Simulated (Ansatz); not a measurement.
Single points on Ge₆Sb⁻.

```yaml
crystal:
  periodic: [false, false, false]
  atoms:
    - {symbol: Sb, position_ang: [-0.872685, 1.576101, 0.361906]}
    - {symbol: Ge, position_ang: [1.816673, 1.124656, -0.595528]}
    - {symbol: Ge, position_ang: [1.262840, 0.267137, 1.803739]}
    - {symbol: Ge, position_ang: [-0.130005, 0.409701, -2.175991]}
    - {symbol: Ge, position_ang: [0.836117, -1.510076, -0.346722]}
    - {symbol: Ge, position_ang: [-1.886894, -0.889678, -0.753548]}
    - {symbol: Ge, position_ang: [-1.026048, -0.977841, 1.706134]}
basis:
  gaussian: {orbitals: def2-SVP, initial_orbitals: start.molden}
total_charge: -1
hamiltonian: {xc: {name: B3LYP}, dispersion: d4}
scf: {omitted_lower_state_checks: [starts]}
output: {orbitals: {seedname: orbitals}}
```

The file start.molden holds the orbitals of an earlier run on this structure, at another level or in another basis.

```sh
$ ansatz run in.yaml --threads 4 --pin off --events-out ev --progress --plain --max-ram 4787MiB
```

Shortened log:

```
Functional definition: B3LYP
2230 factors; integrals over basis functions are off by at most 3.8e-4 eV
mean field evaluation 1: about -345619.7223 eV, gradient 6.5e0 eV
mean field evaluation 2: about -345619.8285 eV, gradient 9.4e-2 eV
mean field evaluation 4: about -345619.8489 eV, gradient 6.9e-5 eV
mean field -345619.84888040 eV, -12701.2951768072 hartree, gradient 1.7e-5 eV, S^2 0.000000; 0 other end points of the search recorded, 0 dependent functions left out
reference -345619.84915127 eV, -12701.2951867613 hartree; 108, 108 occupied and 110, 110 virtual orbitals, 2230 factors
Total energy: -345621.09236340 eV, -12701.3408739643 hartree
Checks for a lower state left out: starts
```

Hardware: 4 threads of Arm Neoverse V1 on a shared host. Wall time 14 s, peak host memory 1 GiB.

As the first input, with `hamiltonian: {xc: r2scan, dispersion: d4}` (abridged; 13 s):

```
Functional definition: r2SCAN
mean field -345613.14659964 eV, -12701.0488725322 hartree, gradient 1.4e-5 eV, S^2 0.000000
Total energy: -345613.28016010 eV, -12701.0537807883 hartree
Checks for a lower state left out: starts
```

First input, but with `hamiltonian: {xc: pbe, dispersion: d4}`, `output: {forces: true, orbitals: {seedname: orbitals}}` (abridged; 6.5 s):

```
Functional definition: PBE
mean field -345560.71939462 eV, -12699.1222082842 hartree, gradient 1.6e-5 eV, S^2 0.000000
Total energy: -345561.45605315 eV, -12699.1492799857 hartree
Atom 0 force     0.003437    -0.006210    -0.001483 eV/Å
Atom 1 force     0.010940     0.013708    -0.003337 eV/Å
Atom 2 force     0.006880     0.007215     0.014967 eV/Å
Atom 3 force    -0.003760     0.008380    -0.015319 eV/Å
Atom 4 force     0.010586    -0.019113    -0.004426 eV/Å
Atom 5 force    -0.017331    -0.001763    -0.004404 eV/Å
Atom 6 force    -0.010752    -0.002217     0.014003 eV/Å
Dipole moment:    -0.107611     0.194352     0.044623 e Å
Checks for a lower state left out: starts
```

As the first input, with `hamiltonian: {xc: {name: r2SCAN0}, dispersion: d4}` (abridged; 22 s):

```
Functional definition: r2SCAN0
mean field -345608.74588429 eV, -12700.8871492258 hartree, gradient 1.7e-5 eV, S^2 0.000000
Total energy: -345608.92913409 eV, -12700.8938835318 hartree
Checks for a lower state left out: starts
```

The first input with `hamiltonian: {xc: pbe0, dispersion: d4}` (abridged; 18 s):

```
Functional definition: PBE0
mean field -345568.95161567 eV, -12699.4247368277 hartree, gradient 1.7e-5 eV, S^2 0.000000
Total energy: -345569.58773248 eV, -12699.4481136893 hartree
Checks for a lower state left out: starts
```

As the first input, with `gaussian: {orbitals: def2-SVPD, initial_orbitals: start.molden}`, `correlation: {method: mp2}` and without the key `hamiltonian` (abridged; 27 s):

```
Functional definition: HF
mean field -345313.42489682 eV, -12690.0343031119 hartree, gradient 2.8e-6 eV, S^2 0.000000
58 core orbitals not correlated: weight in the atoms' cores, before any rotation towards them, 1.000 or more for the frozen orbitals, at most 0.000 for the correlated occupied ones
second order -41.77229994 eV of doubles, -0.00000000 eV of singles
Total energy: -345355.19719675 eV, -12691.5694068203 hartree
Checks for a lower state left out: starts
```

As the first input, with `gaussian: {orbitals: STO-3G}`, `hamiltonian: {xc: hf}` (abridged; 3.8 s):

```
Functional definition: HF
mean field -505093.69433271 eV, -18561.8509019245 hartree, gradient 7.1e-6 eV, S^2 0.000000
Total energy: -505093.69433271 eV, -18561.8509019245 hartree
Checks for a lower state left out: starts
```

Geometry: PBE-D4/def2-SVPD.

In the def2 sets Sb takes a core potential, while STO-3G treats all electrons; there is no spin–orbit coupling. B3LYP takes the VWN-RPA correlation. Correlated methods freeze 58 core orbitals; core or outer-core shells of Sb, Ge are correlated, in sets that lack core-valence functions. At HF/STO-3G the highest occupied level of the charge -1 singlet lies above zero (up to 0.65 eV). In Hartree–Fock with STO-3G the lack of diffuse functions raises the level. The structure comes from a short search, and lower isomers may exist.
